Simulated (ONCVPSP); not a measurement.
## iodine: excitation energies, all-electron against ONCV

```
Element                 : iodine (I)
Generator               : ONCVPSP 4.0.1
Type                    : optimised norm-conserving Vanderbilt (ONCV)
Functional              : PBE
Relativity              : scalar-relativistic
Frozen core             : [Kr] 4d10
Valence charge          : 7
Reference configuration : 5s1.5 5p5.5
Partial waves           : 5s: rc 1.70 bohr, ncon 4, nbas 7, qcut 2.7 1/bohr, local; 5p: rc 1.95 bohr, ncon 4, nbas 7, qcut 3.2 1/bohr, 3 projectors, debl 3.3 Ha
Local potential         : the s channel
Core correction         : polynomial model core, fcfact 0.7
```

Energies are relative to the spin-unpolarised reference configuration 5s1.5 5p5.5; without spin polarisation the order of configurations can differ from experiment.

```json
{"valence configuration": "5s2 5p5", "charge": "0", "ΔE all-electron (eV)": "-5.184", "error AE − PS (meV)": "-1.6"}
{"valence configuration": "5s2 5p4", "charge": "+1", "ΔE all-electron (eV)": "5.947", "error AE − PS (meV)": "-4.9"}
```

Question: What are ΔE and the potential's error for 5s2 5p3?

Answer: ΔE = 25.794 eV all-electron; the error (AE − PS) is -17 meV.

Question: What are ΔE and the potential's error for 5s1 5p6?

Answer: ΔE = 5.230 eV all-electron; the error (AE − PS) is -2.6 meV.

Levels in the configuration 5s1 5p6:

```
level  all-electron (eV)  pseudo (eV)
   5s            -18.126      -18.136
   5p             -7.619       -7.620
```
